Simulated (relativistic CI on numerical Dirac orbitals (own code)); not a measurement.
Method of calculation: Dirac-Coulomb-Breit CI, KLI orbitals optimised for each configuration, model QED (radiative potential, 1s self-energy scaled to tabulated hydrogen-like ionisation energies), unscaled Slater integrals (own radial code, finite nucleus).

Configurations in the expansion (outside the closed core [Ne]): 3s2 3p6 3d5, 3s2 3p5 3d6, 3s2 3p4 3d7, 3s 3p6 3d6, 3p6 3d7, 3s 3p5 3d7, 3s2 3p6 3d4 4s, 3s2 3p6 3d4 4p, 3s2 3p4 3d6 4s, 3s2 3p6 3d4 4d, 3s2 3p4 3d6 4p, 3s2 3p5 3d5 4s, 3s2 3p6 3d4 4f, 3s 3p5 3d6 4s, 3s2 3p5 3d5 4p, 3s 3p5 3d6 4p, 3p6 3d6 4s, 3s2 3p6 3d3 4s2, 3p6 3d6 4p, 3s2 3p6 3d3 4s 4p, 3s2 3p6 3d4 5s, 3p6 3d5 4s2. Levels of other configurations are missing.

At this charge energies of transitions that change n are usually good to better than 1 %, and those within a shell (Δn = 0) to a few per cent.

Outline of the computed level scheme of Er XLVI. Lowest level of each configuration: 3s2 3p6 3d5 4P_5/2 at 0.000 eV; 3s2 3p5 3d6 6F°_11/2 at 317.620 eV.

Some strong electric-dipole decays among the lowest 45 levels: 3s2 3p5 3d6 4D°_7/2 → 3s2 3p6 3d5 4P_5/2 (4.8e+11 s⁻¹); 3s2 3p5 3d6 4D°_7/2 → 3s2 3p6 3d5 4P_5/2 (8.4e+10 s⁻¹); 3s2 3p5 3d6 2P°_1/2 → 3s2 3p6 3d5 4D_3/2 (6.7e+09 s⁻¹); 3s2 3p5 3d6 6F°_11/2 → 3s2 3p6 3d5 2H_11/2 (5.3e+09 s⁻¹); 3s2 3p5 3d6 6F°_11/2 → 3s2 3p6 3d5 4G_9/2 (5.0e+09 s⁻¹); 3s2 3p5 3d6 4F°_9/2 → 3s2 3p6 3d5 4G_7/2 (4.5e+09 s⁻¹); 3s2 3p5 3d6 4D°_7/2 → 3s2 3p6 3d5 4G_9/2 (4.1e+09 s⁻¹); 3s2 3p5 3d6 4P°_5/2 → 3s2 3p6 3d5 6S_5/2 (4.0e+09 s⁻¹).

LS names give the leading component of a level, which can be under half, so a name can repeat, a term be missing and a line seem to break the LS rules.
